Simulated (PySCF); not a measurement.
# Radial density of Al (aluminium, neutral)

UHF, [Ne] 3s1 3p2, high-spin 4P determinant (an excited configuration). Computed with PySCF 2.14 in aug-cc-pCVTZ-DK with one added diffuse shell each of s, p, d, f type (9s8p6d4f, 91 functions), with the spin-free X2C one-electron Hamiltonian (Gaussian nucleus).

| r (bohr) | 4πr²ρ (e/bohr) | 4πr²(ρα − ρβ) |
| --- | --- | --- |
| 0.00168 | 0.05567 | 0.0001 |
| 0.00283 | 0.1467 | 0.0003 |
| 0.00475 | 0.3822 | 0.0008 |
| 0.00800 | 0.9690 | 0.0019 |
| 0.0135 | 2.334 | 0.0047 |
| 0.0226 | 5.129 | 0.0102 |
| 0.0381 | 9.650 | 0.0188 |
| 0.0640 | 13.99 | 0.0259 |
| 0.108 | 13.50 | 0.0261 |
| 0.181 | 8.988 | 0.0530 |
| 0.305 | 10.36 | 0.1604 |
| 0.512 | 12.38 | 0.1348 |
| 0.862 | 5.324 | -0.0109 |
| 1.45 | 1.081 | 0.5702 |
| 2.44 | 1.139 | 1.1345 |
| 4.10 | 0.4349 | 0.4349 |
| 6.90 | 0.03667 | 0.0367 |

Densities and radii are taken from the X2C orbitals without a picture-change correction, which distorts them close to the nucleus.

Where is the radial spin density 4πr²(ρα − ρβ) most negative, and why is it negative at all?

Around r = 0.862 bohr, down to -0.0109 e/bohr: exchange with the open shell polarises the paired shells in an unrestricted calculation.
